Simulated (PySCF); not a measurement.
C3H5, SMILES [CH]1CC1, multiplicity 2.

Geometry: B3LYP-D3(BJ)/def2-TZVP.

Method: PySCF with PBE/def2-TZVPD.

Gas-phase values at a fixed geometry.

```yaml
total_energy: -117.09227 hartree
point_group: Cs
"α spin, highest occupied and lowest empty level": -4.92 and 0.04 eV
"β spin, highest occupied and lowest empty level": -7.32 and -2.77 eV
dipole_moment: 0.62 D
quadrupole, principal values (traceless, Buckingham form, about the centre of nuclear charge): -2.06, -0.19, 2.25 D·Å
mean_static_polarisability: 37.3 bohr³ (5.53 Å³)
polarisability_principal_values: 32.9, 39.5, 39.6 bohr³
"⟨S²⟩": 0.753 (pure state 0.75)
```
